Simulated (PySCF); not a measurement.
C2H2O, SMILES C1=CO1. Geometry optimised at PBE0-D3(BJ)/def2-TZVP.

TDDFT-PBE0/def2-SVPD in PySCF puts the lowest singlet excitations at 4.12, 5.29, 5.85, 5.96, 6.50, 7.42 eV.

What are the lowest excitation roots from ADC(2)/aug-cc-pVDZ (PySCF)? (Estimate from the structure and the level; the computed values follow.)

3.55, 4.50, 4.68, 4.94, 5.89, 6.27 eV. S1 differs by -0.57 eV (second minus first; roots are paired by order, and the bases may differ).
